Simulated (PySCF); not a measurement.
SMILES C[SiH](C)[SiH2][GeH3] (C2H12GeSi2), singlet, GFN2-xTB optimised geometry.

```
17

Si    -1.43     0.43     0.00
C     -2.04    -0.47    -1.56
C     -2.13     2.20     0.00
Si     0.90     0.43     0.00
Ge     1.74    -1.47    -1.08
H     -2.00    -0.27     1.17
H     -3.12    -0.57    -1.59
H     -1.74     0.05    -2.47
H     -1.62    -1.48    -1.62
H     -1.83     2.74     0.89
H     -3.22     2.20    -0.03
H     -1.78     2.77    -0.86
H      1.49     1.60    -0.67
H      1.48     0.45     1.35
H      1.52    -1.52    -2.57
H      1.14    -2.77    -0.63
H      3.22    -1.75    -0.98
```

Density from PySCF with PBE0/def2-SVP at that geometry.

Minimum of the electron density along straight lines between bonded atoms, close to the bond critical point (lines longer than 1.1 times the sum of covalent radii, or with two minima, are not listed):

```json
[
 {"bond": "Si1–C2", "length / Å": "1.906", "ρ at the minimum / e bohr⁻³": "0.109", "∇²ρ there / e bohr⁻⁵": "0.31", "position (fraction from the first atom)": "0.38"},
 {"bond": "Si1–C3", "length / Å": "1.904", "ρ at the minimum / e bohr⁻³": "0.110", "∇²ρ there / e bohr⁻⁵": "0.31", "position (fraction from the first atom)": "0.38"},
 {"bond": "Si4–Ge5", "length / Å": "2.341", "ρ at the minimum / e bohr⁻³": "0.089", "∇²ρ there / e bohr⁻⁵": "-0.05", "position (fraction from the first atom)": "0.35"},
 {"bond": "Si1–H6", "length / Å": "1.478", "ρ at the minimum / e bohr⁻³": "0.114", "∇²ρ there / e bohr⁻⁵": "0.30", "position (fraction from the first atom)": "0.49"},
 {"bond": "C2–H7", "length / Å": "1.086", "ρ at the minimum / e bohr⁻³": "0.272", "∇²ρ there / e bohr⁻⁵": "-0.97", "position (fraction from the first atom)": "0.63"},
 {"bond": "C2–H8", "length / Å": "1.087", "ρ at the minimum / e bohr⁻³": "0.271", "∇²ρ there / e bohr⁻⁵": "-0.97", "position (fraction from the first atom)": "0.62"},
 {"bond": "C2–H9", "length / Å": "1.088", "ρ at the minimum / e bohr⁻³": "0.271", "∇²ρ there / e bohr⁻⁵": "-0.97", "position (fraction from the first atom)": "0.62"},
 {"bond": "C3–H10", "length / Å": "1.086", "ρ at the minimum / e bohr⁻³": "0.272", "∇²ρ there / e bohr⁻⁵": "-0.97", "position (fraction from the first atom)": "0.62"},
 {"bond": "C3–H11", "length / Å": "1.086", "ρ at the minimum / e bohr⁻³": "0.272", "∇²ρ there / e bohr⁻⁵": "-0.97", "position (fraction from the first atom)": "0.63"},
 {"bond": "C3–H12", "length / Å": "1.086", "ρ at the minimum / e bohr⁻³": "0.272", "∇²ρ there / e bohr⁻⁵": "-0.97", "position (fraction from the first atom)": "0.62"},
 {"bond": "Si4–H13", "length / Å": "1.471", "ρ at the minimum / e bohr⁻³": "0.114", "∇²ρ there / e bohr⁻⁵": "0.31", "position (fraction from the first atom)": "0.49"},
 {"bond": "Si4–H14", "length / Å": "1.469", "ρ at the minimum / e bohr⁻³": "0.114", "∇²ρ there / e bohr⁻⁵": "0.31", "position (fraction from the first atom)": "0.49"},
 {"bond": "Ge5–H15", "length / Å": "1.503", "ρ at the minimum / e bohr⁻³": "0.138", "∇²ρ there / e bohr⁻⁵": "0.08", "position (fraction from the first atom)": "0.59"},
 {"bond": "Ge5–H16", "length / Å": "1.504", "ρ at the minimum / e bohr⁻³": "0.138", "∇²ρ there / e bohr⁻⁵": "0.08", "position (fraction from the first atom)": "0.59"},
 {"bond": "Ge5–H17", "length / Å": "1.503", "ρ at the minimum / e bohr⁻³": "0.139", "∇²ρ there / e bohr⁻⁵": "0.07", "position (fraction from the first atom)": "0.59"}
]
```
